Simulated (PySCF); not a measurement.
[Lu(N2)]3+ relaxed at several levels

Computed with PySCF 2.14.0, def2-SVP on the ligands, density fitting, scalar-relativistic core potentials, no spin-orbit coupling, vacuum. Each row is relaxed at its own level from the same template. Distances are means of the shortest metal–ligand contacts, charges and spins Mulliken's; removal energies are rigid, with the ligand's formal charge and no counterpoise, so too large; for an anion taken off a cation in vacuum most of it is the attraction of opposite charges, and multiply charged cations can part far more cheaply with an electron moved from ligand to metal. lcecp potentials hold a fixed number of 4f electrons in the core, out of states, spins and gaps.

```json
{"level": "r2SCAN", "basis on the metal": "def2-SVP with ECP28", "point group": "C∞v", "M–N2 (Å)": "2.247", "charge on M (e)": "2.70", "HOMO–LUMO gap (eV)": "5.06", "removal of one N2 (eV)": "3.16", "strongest infrared band, degenerate modes summed (cm⁻¹)": "–", "unstable modes (below −25 cm⁻¹)": "not given"}
```

What does the calculation give for PBE, lcecp-1-SVP with ECP60?

point group: C∞v, M–N2 (Å): 2.304, charge on M (e): 2.60, removal of one N2 (eV): 3.16, strongest infrared band, degenerate modes summed (cm⁻¹): 2282, unstable modes (below −25 cm⁻¹): 0.
```xyz
3

Lu    0.0000    0.0000   -0.3635
N     0.0000    0.0000    1.9403
N     0.0000    0.0000    3.0648
```

One start shape was tried for each, so a minimum needn't be the lowest isomer.
